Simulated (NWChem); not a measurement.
# C2H5BO; SMILES C=CBO

```xyz
9

B     -0.4568     0.6276     0.0016
H     -1.6533     0.5644     0.0038
C      0.4150    -0.6606     0.0017
C     -0.1392    -1.8833    -0.0013
H      1.5086    -0.6019     0.0035
H      0.4456    -2.8020    -0.0023
H     -1.2207    -2.0081    -0.0031
O      0.0643     1.8858    -0.0012
H      1.0344     1.8864    -0.0030
```
Atoms are numbered in this order, from 1.

Computed with NWChem. Structure relaxed at the B3LYP/6-31G* (spherical d) level. Ions are spin-unrestricted doublets at the neutral geometry; other ion states weren't tried. Functional: LC-ωPBE (HJS hole) with def2-SVP; the question gives the range parameter ω in 1/bohr.

Estimate the computed values for range parameter (1/bohr) 0.35. Quantities: vertical ionisation energy, ΔSCF (eV); −ε(HOMO) (eV).


```json
{
 "vertical ionisation energy, ΔSCF (eV)": "11.20",
 "−ε(HOMO) (eV)": "10.62"
}
```
